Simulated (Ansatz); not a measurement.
Consider the ligand exchange at the Si–C bond: `[F][AlH][CH](F)[SiH3]` + `N[SiH2]S` → `N[SiH2]S[SiH3]` + `F[CH2][AlH][F]`.

Isolated molecules relaxed with PBE0-D4/def2-TZVP in Ansatz; ΔE leaves out vibrations. CCSD(T)/CBS adds triple-zeta CCSD(T) − MP2 to the extrapolated MP2 energy (def2 sets, frozen cores). Each species was taken in one conformer, which may not be the lowest.

| species | CCSD(T)/CBS(def2) energy (Eh) |
| --- | --- |
| `[F][AlH][CH](F)[SiH3]` | -771.78697 |
| `N[SiH2]S` | -744.61970 |
| `N[SiH2]S[SiH3]` | -1034.92414 |
| `F[CH2][AlH][F]` | -481.50843 |

Task: Work out ΔE.

Result: ΔE = (-1034.92414) + (-481.50843) − (-771.78697) − (-744.61970) = -0.02590 Eh = -68.0 kJ/mol.

Largest T1 diagnostic among the species: 0.013.

From PBE to PBE0 (25 % exact exchange), in def2-TZVPP and without D4, ΔE moves by −3.9 kJ/mol.
